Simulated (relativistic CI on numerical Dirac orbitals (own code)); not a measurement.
## Level scheme of V8+

Method of calculation: Dirac-Coulomb-Breit CI, KLI orbitals optimised for each configuration, model QED, unscaled Slater integrals (own radial code, finite nucleus).

Configurations in the expansion (outside the closed core [Ne]): 3s2.3p3, 3s.3p4, 3s2.3p2.3d, 3p5, 3s.3p3.3d, 3p4.3d, 3s.3p2.3d2, 3s2.3p2.4s, 3s2.3p2.4p, 3s2.3p.3d.4p, 3p4.4s, 3s2.3p2.4d, 3p4.4p, 3s.3p3.4s, 3s.3p2.3d.4s, 3s2.3p2.4f, 3s.3p3.4p, 3s2.3p2.5s, 3s2.3p2.5p, 3s.3p3.4d, 3s2.3p.4s.4p, 3s2.3p2.5d, 3p3.3d.4p, 3s2.3p2.5f, 3s.3p3.4f, 3s2.3p2.5g, 3s2.3p2.6s, 3s.3p2.4s2, 3s2.3p2.6p, 3s2.3p.3d2, 3s2.3d3, 3s.3p.3d3, 3s2.3d2.4s, 3s2.3d2.4p, 3s2.3d2.4d, 3p3.3d2, 3p2.3d3, 3p2.3d2.4s, 3p2.3d2.4p, 3p2.3d2.4d, 3s2.3p.3d.4s, 3s.3p.3d2.4s, 3s2.3d.4s2, 3s2.3d.4s.4p, 3s2.3d.4s.4d, 3s.3p2.3d.4p, 3s.3p.3d2.4p, 3s.3p.3d.4s.4p, 3s.3p.3d.4p2, 3s.3p.3d.4p.4d, 3s2.3p.4s2, 3s.3p.3d.4s2, 3s2.4s2.4p, 3s2.4s2.4d, 3p3.3d.4s, 3p2.3d.4s2, 3p2.3d.4s.4p, 3p2.3d.4s.4d, 3s2.3p.4p2, 3s2.3d.4p2, 3s2.4s.4p2, 3s2.4p3, 3s2.4p2.4d. Double excitations out of closed p, d and f shells are left out; levels of such configurations are missing from the list, as are those of other unlisted configurations, and high levels can miss mixing partners. These lack a partner that the ground configuration has and come out too high: 3s2.3p2.4f, 3s2.3p2.5s, 3s2.3p2.5p, 3s.3p3.4d, 3s2.3p2.5d.

The lowest level is 3s2.3p3 4S°_3/2, with 96 % of that term; Hund's rules for 3s2.3p3 give 4S° with J = 3/2, in agreement.

```
No.        Configuration  Term     J  E (cm⁻¹)   %  Next component (%)         jj configuration (%)
  1              3s2.3p3   4S°   3/2         0  96     3 3s.3p3.3d 4S°           3p1/2 3p3/2^2 (52)
  2              3s2.3p3   2D°   3/2     37540  91               5 2P°           3p1/2 3p3/2^2 (44)
  3              3s2.3p3   2D°   5/2     39082  96     3 3s.3p3.3d 2D°           3p1/2 3p3/2^2 (96)
  4              3s2.3p3   2P°   1/2     62753  95           2 3p5 2P°           3p1/2 3p3/2^2 (95)
  5              3s2.3p3   2P°   3/2     64817  89               6 2D°                 3p3/2^3 (69)
  6           3s.3p4(3P)    4P   5/2    213571  87    10 3s2.3p2.3d 4P              3s 3p3/2^2 (64)
  7           3s.3p4(3P)    4P   3/2    218253  87    10 3s2.3p2.3d 4P        3s 3p1/2 3p3/2^3 (76)
  8           3s.3p4(3P)    4P   1/2    220612  87    10 3s2.3p2.3d 4P              3s 3p3/2^4 (34)
  9           3s.3p4(1D)    2D   3/2    267593  75    21 3s2.3p2.3d 2D        3s 3p1/2 3p3/2^3 (47)
 10           3s.3p4(1D)    2D   5/2    268252  75    21 3s2.3p2.3d 2D        3s 3p1/2 3p3/2^3 (56)
 11           3p2(3P).3d    2P   3/2    309625  54        42 3s.3p4 2P        3s 3p1/2 3p3/2^3 (24)
 12           3p2(3P).3d    2P   1/2    313594  47        39 3s.3p4 2P        3s 3p1/2 3p3/2^3 (26)
 13           3s.3p4(1S)    2S   1/2    325181  71    15 3s2.3p2.3d 2S              3s 3p3/2^4 (38)
 14           3p2(3P).3d    4F   3/2    341361  95     2 3s.3p2.3d2 4F           3p1/2^2 3d3/2 (39)
 15           3p2(3P).3d    4F   5/2    343121  94                3 4D       3p1/2 3p3/2 3d3/2 (57)
 16           3p2(3P).3d    4F   7/2    345702  94                3 4D       3p1/2 3p3/2 3d5/2 (62)
 17           3p2(3P).3d    4F   9/2    349080  96     2 3s.3p2.3d2 4F           3p3/2^2 3d5/2 (57)
 18           3p2(1D).3d    2F   5/2    354087  62               34 4D       3p1/2 3p3/2 3d3/2 (60)
 19           3p2(3P).3d    4D   1/2    354917  96     3 3s.3p2.3d2 4D       3p1/2 3p3/2 3d3/2 (76)
 20           3p2(3P).3d    4D   3/2    355481  94     3 3s.3p2.3d2 4D       3p1/2 3p3/2 3d3/2 (36)
 21           3p2(3P).3d    4D   7/2    355515  58               37 2F       3p1/2 3p3/2 3d5/2 (63)
 22           3p2(3P).3d    4D   5/2    357967  59               35 2F       3p1/2 3p3/2 3d5/2 (49)
 23           3p2(1D).3d    2F   7/2    363015  59               36 4D           3p3/2^2 3d5/2 (89)
 24           3p2(1D).3d    2G   7/2    397145  96     2 3s.3p2.3d2 2G       3p1/2 3p3/2 3d3/2 (52)
 25           3p2(1D).3d    2G   9/2    398272  96     2 3s.3p2.3d2 2G       3p1/2 3p3/2 3d5/2 (57)
 26           3p2(1D).3d    2P   3/2    408283  47        46 3s.3p4 2P       3p1/2 3p3/2 3d5/2 (33)
 27           3p2(1D).3d    2P   1/2    414286  49        44 3s.3p4 2P           3p3/2^2 3d5/2 (28)
 28           3p2(3P).3d    4P   5/2    414982  84        10 3s.3p4 4P       3p1/2 3p3/2 3d5/2 (46)
 29           3p2(3P).3d    4P   3/2    417418  84        10 3s.3p4 4P       3p1/2 3p3/2 3d3/2 (30)
 30           3p2(3P).3d    4P   1/2    418815  83        10 3s.3p4 4P           3p3/2^2 3d3/2 (48)
 31           3p2(1S).3d    2D   3/2    425763  89         4 3s.3p4 2D           3p1/2^2 3d3/2 (30)
 32           3p2(1S).3d    2D   5/2    431628  88         6 3s.3p4 2D           3p3/2^2 3d5/2 (59)
 33           3p2(1D).3d    2D   5/2    448943  82        13 3s.3p4 2D       3p1/2 3p3/2 3d5/2 (40)
 34           3p2(1D).3d    2D   3/2    449369  79        16 3s.3p4 2D       3p1/2 3p3/2 3d3/2 (35)
 35           3p2(1D).3d    2P   1/2    466112  53               32 2S       3p1/2 3p3/2 3d5/2 (77)
 36           3p2(1D).3d    2S   1/2    469264  45               36 2P       3p1/2 3p3/2 3d3/2 (44)
 37           3p2(1D).3d    2P   3/2    470485  89         6 3s.3p4 2P           3p3/2^2 3d5/2 (47)
 38           3p2(3P).3d    2F   5/2    472016  89                6 2D       3p1/2 3p3/2 3d3/2 (33)
 39           3p2(3P).3d    2F   7/2    473490  95     3 3s.3p2.3d2 2F       3p1/2 3p3/2 3d5/2 (58)
 40  3s.3p3(4S°)<5S°>.3d   6D°   1/2    485452  99     1 3s.3p.3d3 6D°  3s 3p1/2 3p3/2^2 3d3/2 (53)
 41  3s.3p3(4S°)<5S°>.3d   6D°   3/2    485552  99     1 3s.3p.3d3 6D°  3s 3p1/2 3p3/2^2 3d3/2 (47)
 42  3s.3p3(4S°)<5S°>.3d   6D°   5/2    485717  99     1 3s.3p.3d3 6D°  3s 3p1/2 3p3/2^2 3d3/2 (36)
 43  3s.3p3(4S°)<5S°>.3d   6D°   7/2    485952  99     1 3s.3p.3d3 6D°  3s 3p1/2 3p3/2^2 3d5/2 (33)
 44  3s.3p3(4S°)<5S°>.3d   6D°   9/2    486283  99     1 3s.3p.3d3 6D°  3s 3p1/2 3p3/2^2 3d5/2 (55)
 45           3p2(3P).3d    2D   5/2    490880  86                7 2F           3p3/2^2 3d5/2 (51)
 46           3p2(3P).3d    2D   3/2    492406  93         2 3p4.3d 2D           3p3/2^2 3d3/2 (44)
 47                  3p5   2P°   3/2    500769  56    38 3s.3p3.3d 2P°                 3p3/2^3 (56)
 48                  3p5   2P°   1/2    508060  55    39 3s.3p3.3d 2P°           3p1/2 3p3/2^4 (55)
 49  3s.3p3(2D°)<3D°>.3d   4D°   7/2    533054  91    6 3s2.3p.3d2 4D°  3s 3p1/2 3p3/2^2 3d5/2 (58)
 50  3s.3p3(2D°)<3D°>.3d   4D°   5/2    533080  90    6 3s2.3p.3d2 4D°          3s 3p3/2 3d5/2 (21)
 51  3s.3p3(2D°)<3D°>.3d   4D°   3/2    533539  90    6 3s2.3p.3d2 4D°  3s 3p1/2 3p3/2^2 3d3/2 (29)
 52  3s.3p3(2D°)<3D°>.3d   4D°   1/2    534062  93    6 3s2.3p.3d2 4D°  3s 3p1/2 3p3/2^2 3d5/2 (46)
 53  3s.3p3(2D°)<3D°>.3d   4F°   3/2    541631  87   10 3s2.3p.3d2 4F°  3s 3p1/2 3p3/2^2 3d3/2 (47)
 54  3s.3p3(2D°)<3D°>.3d   4F°   5/2    542745  86   10 3s2.3p.3d2 4F°  3s 3p1/2 3p3/2^2 3d3/2 (48)
 55  3s.3p3(2D°)<3D°>.3d   4F°   7/2    544176  87   10 3s2.3p.3d2 4F°  3s 3p1/2 3p3/2^2 3d3/2 (35)
 56  3s.3p3(2D°)<3D°>.3d   4F°   9/2    545994  88   10 3s2.3p.3d2 4F°  3s 3p1/2 3p3/2^2 3d5/2 (61)
 57  3s.3p3(2D°)<3D°>.3d   2S°   1/2    568086  81   16 3s2.3p.3d2 2S°  3s 3p1/2 3p3/2^2 3d5/2 (47)
 58  3s.3p3(2D°)<3D°>.3d   4G°   5/2    575104  91    6 3s2.3p.3d2 4G°  3s 3p1/2 3p3/2^2 3d3/2 (39)
 59  3s.3p3(2D°)<3D°>.3d   4G°   7/2    575502  91    6 3s2.3p.3d2 4G°  3s 3p1/2 3p3/2^2 3d3/2 (41)
 60  3s.3p3(2D°)<3D°>.3d   4G°   9/2    576046  91    6 3s2.3p.3d2 4G°  3s 3p1/2 3p3/2^2 3d5/2 (41)
 61  3s.3p3(2D°)<3D°>.3d   4G°  11/2    576767  92    6 3s2.3p.3d2 4G°  3s 3p1/2 3p3/2^2 3d5/2 (92)
 62  3s.3p3(2D°)<3D°>.3d   2G°   7/2    600492  85   12 3s2.3p.3d2 2G°  3s 3p1/2 3p3/2^2 3d5/2 (35)
 63  3s.3p3(2D°)<3D°>.3d   2G°   9/2    600510  85   11 3s2.3p.3d2 2G°  3s 3p1/2 3p3/2^2 3d3/2 (49)
 64  3s.3p3(2P°)<3P°>.3d   4P°   1/2    604056  77              11 4D°          3s 3p3/2 3d3/2 (48)
 65  3s.3p3(2P°)<3P°>.3d   4P°   3/2    604230  70              13 4D°          3s 3p3/2 3d3/2 (40)
 66  3s.3p3(2P°)<3P°>.3d   4D°   1/2    605110  79              10 4P°  3s 3p1/2 3p3/2^2 3d3/2 (33)
 67  3s.3p3(2P°)<3P°>.3d   4P°   5/2    605295  65              13 4D°  3s 3p1/2 3p3/2^2 3d5/2 (30)
 68  3s.3p3(2P°)<3P°>.3d   4D°   3/2    606586  68              16 4P°  3s 3p1/2 3p3/2^2 3d3/2 (28)
 69  3s.3p3(2P°)<3P°>.3d   4D°   5/2    609098  57              22 4P°  3s 3p1/2 3p3/2^2 3d5/2 (48)
 70  3s.3p3(2P°)<3P°>.3d   2D°   3/2    610831  69   18 3s2.3p.3d2 2D°  3s 3p1/2 3p3/2^2 3d3/2 (22)
```

Energies count from the lowest computed level; ° marks odd parity. Percentages are summed over parent terms; the parents shown are those of the largest component, closed shells are left out there, and <> holds an intermediate term. Filled j subshells are mostly left out of the jj labels.

The mean weight of the leading LS term, summed over parents, in these 70 levels is 81 %, and that of the leading jj configuration (from the same eigenvectors) 48 %, so LS coupling describes them better.

At this charge configurations can still be misplaced by up to about 7 % of their energy.

LS names give the leading component of a level, which can be under half, so a name can repeat, a term be missing and a line seem to break the LS rules.
